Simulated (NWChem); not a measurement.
System meant: BeIBr; SMILES [Br][Be][I]

NWChem input:

```
start job
memory heap 200 mb stack 900 mb global 1100 mb
geometry units angstroms noautoz
  Be     0.375323     0.082177    -0.337475
  Br     1.828474     0.387520    -1.626342
  I     -1.225301    -0.261627     1.092534
end
basis spherical
  * library def2-svp
end
ecp
  I library def2-ecp
end
dft
  xc b3lyp
  iterations 4
  mulliken
end
task dft energy
```

End of the output:

```
    Atom       Charge   Shell Charges
 -----------   ------   -------------------------------------------------------
    1 Be   4     4.15   1.97  0.48  0.17  0.90  0.63
    2 Br  35    34.95   2.00  2.00  1.96  1.11  0.68  5.99  5.81  2.46  2.91  7.84  2.04  0.15
    3 I   25    24.90   1.25  0.73  1.03  0.73  2.77  3.19  2.52  2.65  9.48  0.55

 center of mass
 --------------
 x =   0.00001302 y =  -0.08654401 z =   0.00000000

 moments of inertia (a.u.)
 ------------------
        3011.410751932433           0.000000000001           0.000000000000
           0.000000000001           0.000691627262           0.000000000000
           0.000000000000           0.000000000000        3011.411443559696

     Multipole analysis of the density
     ---------------------------------

     L   x y z        total         alpha         beta         nuclear
     -   - - -        -----         -----         ----         -------
     0   0 0 0     -0.000000    -32.000000    -32.000000     64.000000

     1   1 0 0     -0.003014      0.002718      0.002718     -0.008450
     1   0 1 0     -0.057232    -44.196985    -44.196985     88.336737
     1   0 0 1     -0.000000     -0.000000     -0.000000      0.000000

     2   2 0 0    -37.645906    -18.823105    -18.823105      0.000304
     2   1 1 0     -0.005885     -0.017229     -0.017229      0.028573
     2   1 0 1     -0.000000     -0.000000     -0.000000      0.000000
     2   0 2 0    -38.452841   -526.868339   -526.868339   1015.283837
     2   0 1 1      0.000000      0.000000      0.000000      0.000000
     2   0 0 2    -37.645980    -18.822990    -18.822990      0.000000

 ------------------------------------------------------------------------
 dft energy failed                                                                                  0
 ------------------------------------------------------------------------
 ------------------------------------------------------------------------
  current input line :
    19: task dft energy
 ------------------------------------------------------------------------
 ------------------------------------------------------------------------
 This type of error is most commonly associated with calculations not reaching convergence criteria
 ------------------------------------------------------------------------
 For more information see the NWChem manual at https://nwchemgit.github.io

0:dft energy failed:Received an Error in Communication
```

Q: What is wrong, and how is it mended?

A: Convergence was not reached. Cause: the SCF was allowed too few iterations. This input runs:
```
start job
memory heap 200 mb stack 900 mb global 1100 mb
geometry units angstroms noautoz
  Be     0.375323     0.082177    -0.337475
  Br     1.828474     0.387520    -1.626342
  I     -1.225301    -0.261627     1.092534
end
basis spherical
  Be library def2-svp
  Br library def2-svp
  I library def2-svp
end
ecp
  I library def2-ecp
end
dft
  xc b3lyp
  iterations 150
  mulliken
end
task dft energy
```
It converges to -2886.52675 Ha (B3LYP/def2-SVP with def2 effective core potentials on I).
